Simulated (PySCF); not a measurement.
Zn(Et)(SiH3) (C2H8SiZn), SMILES C[CH2][Zn][SiH3].

Geometry optimised at TPSSh-D3(BJ)/def2-SVP. The structure was generated by enumeration; whether it is a known compound was not checked. The values are those of a single conformer.

Two levels are set side by side: PBE/def2-TZVP (PySCF) and CAM-B3LYP/def2-TZVP (PySCF). Same geometry, gas phase. Differences are taken from unrounded values.

```tsv
quantity	CAM-B3LYP
orbital gap (eV)	7.93
highest occupied level (eV)	-7.95
lowest empty level (eV)	-0.02
dipole moment (D)	1.05
mean polarisability (bohr³)	83.0
```

Task: What does PBE give, and how far is it from CAM-B3LYP? (The exact figures need the calculation; the answer reports its results.)

Result: 
```csv
quantity,PBE,PBE minus CAM-B3LYP
orbital gap (eV),4.10,-3.83
highest occupied level (eV),-5.68,2.27
lowest empty level (eV),-1.58,-1.56
dipole moment (D),1.13,0.08
mean polarisability (bohr³),88.1,5.1
```

PBE's occupied levels lie high since its potential decays too fast outside the molecule; exact exchange lowers them and widens the gap. PBE's more diffuse valence density responds more strongly to a field. Differences between two approximate levels are no errors against the true value.

Rough cost on one machine, each run with all the roots and properties that it gave: CAM-B3LYP against PBE within a factor of 2.
